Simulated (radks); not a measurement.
Results of a calculation; reference values are marked as such.
Question: All-electron atom: Au2+ in [Xe] 4f14 5d9. Level of theory: Dirac Kohn-Sham, PBE, spin-unpolarised, spherical densities, finite nucleus; open shells fill j = l - 1/2 first; Fermi nuclear charge, rms radius 5.4371 fm (a radial shooting solver on a logarithmic mesh with Libxc functionals). Some entries of the table are withheld. Estimate them.

orbital  occ.  eigenvalue (eV)  r(max) (bohr)
1s1/2       2        -80631.20        0.01042
2s1/2       2        -14233.75        0.06039
2p1/2       2        -13654.40        0.04446
2p3/2       4        -11818.93        0.05184
3s1/2       2        -3375.681         0.1699
3p1/2       2        -3114.198            (1)
3p3/2       4        -2709.172            (2)
3d3/2       4        -2273.492         0.1352
3d5/2       6        -2186.434         0.1393
4s1/2       2        -749.4942         0.3832
4p1/2       2        -637.7769         0.3814
4p3/2       4        -540.6538         0.4122
4d3/2       4        -357.5060         0.4052
4d5/2       6        -339.4160         0.4147
5s1/2       2              (3)         0.8492
4f5/2       6        -104.5933            (4)
4f7/2       8        -100.7814            (5)
5p1/2       2              (6)         0.8972
5p3/2       4              (7)         0.9770
5d3/2       4         -28.3052            (8)
5d5/2       5         -26.6022            (9)
6s1/2       0         -22.7226           (10)
6p1/2       0         -15.7633          2.530
6p3/2       0         -14.1867          2.788

Answer: 
(1) 3p1/2 r(max) (bohr): 0.1586
(2) 3p3/2 r(max) (bohr): 0.1735
(3) 5s1/2 eigenvalue (eV): -129.5335
(4) 4f5/2 r(max) (bohr): 0.3733
(5) 4f7/2 r(max) (bohr): 0.3779
(6) 5p1/2 eigenvalue (eV): -93.2677
(7) 5p3/2 eigenvalue (eV): -76.7103
(8) 5d3/2 r(max) (bohr): 1.181
(9) 5d5/2 r(max) (bohr): 1.218
(10) 6s1/2 r(max) (bohr): 2.138
